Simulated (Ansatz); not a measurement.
Consider the redistribution: `PO[AsH2]` + `[SiH3][SnH2][SH]` → `[PH2][SnH2][SH]` + `[SiH3]O[AsH2]`.

Gas-phase electronic energies from Ansatz, PBE0-D4/def2-TZVP geometries. CBS: MP2 limit from def2 TZ/QZ plus the TZ coupled-cluster correction, frozen cores. DFT in def2-TZVPP. B3LYP here is the variant with VWN-RPA as its local correlation; programs differ in this. HSE06 is defined as in plane-wave codes. def2 core potentials past Kr. For As, Sn outer-core shells are correlated without core-valence functions, which leaves a few kJ/mol of doubt a bond. Scalar relativity is left out up to krypton. One conformer a species, not always the lowest.

`PO[AsH2]`:

Z-matrix (Å, degrees):
```
P
O 1 1.649
H 1 1.425 2 98.4
H 1 1.426 2 98.5 3 93.2
As 2 1.810 1 118.2 3 134.5
H 5 1.528 2 94.5 1 -139.4
H 5 1.529 2 95.1 1 129.2
```

`[SiH3][SnH2][SH]`:

Cartesian coordinates in Å:
```
Si -0.321 -0.724 -1.533
Sn 0.382 0.688 0.483
S -0.470 -0.484 2.415
H 0.260 -2.086 -1.412
H 0.175 -0.088 -2.782
H -1.802 -0.818 -1.583
H -0.292 2.260 0.472
H 2.078 0.830 0.648
H -0.010 0.423 3.292
```

`[PH2][SnH2][SH]`:

Cartesian coordinates in Å:
```
P 0.600 0.328 -1.915
Sn -0.455 -0.298 0.263
S -0.670 1.787 1.453
H 1.904 0.321 -1.352
H 0.691 -1.031 -2.326
H 0.475 -1.349 1.238
H -2.002 -0.968 -0.019
H -0.543 1.210 2.658
```

`[SiH3]O[AsH2]`:

```xyz
8

Si   -1.220   -0.109   -0.520
O     0.138    0.525    0.156
As    1.616   -0.396    0.600
H    -1.808   -1.168    0.345
H    -0.928   -0.707   -1.852
H    -2.184    1.007   -0.673
H     2.599    0.592   -0.028
H     1.787    0.255    1.972
```

```
             level  ΔE (kJ/mol)  difference from CCSD(T)/CBS
            B97M-V       -121.4                         -2.3
        r2SCAN0-D4       -120.2                         -1.1
          HSE06-D4       -112.2                          6.9
          BHLYP-D4       -120.3                         -1.2
      CAM-B3LYP-D4       -115.5                          3.6
            B2PLYP       -119.0                          0.1
            revPBE       -106.4                         12.7
             B3LYP       -114.5                          4.6
           r2SCAN0       -120.1                         -1.0
         CAM-B3LYP       -115.1                          4.0
      MP2/def2-SVP       -125.4                         -6.3
    MP2/def2-TZVPP       -126.3                         -7.2
    MP2/def2-QZVPP       -125.6                         -6.5
SCS-MP2/def2-QZVPP       -122.9                         -3.8
     MP2/CBS(def2)       -125.1                         -6.0
    CCSD/CBS(def2)       -119.3                         -0.2
       CCSD(T)/CBS       -119.1                            0
```

Largest T1 diagnostic among the species: 0.013.

Leaving LDA and LC-ωPBE aside and taking each functional with its dispersion term where it has one, the values, not all of them listed here, spread over 14.2 kJ/mol, from B97M-V to PBE-D4. From BLYP to BHLYP (50 % exact exchange), in def2-TZVPP and without D4, ΔE moves by −9.1 kJ/mol.
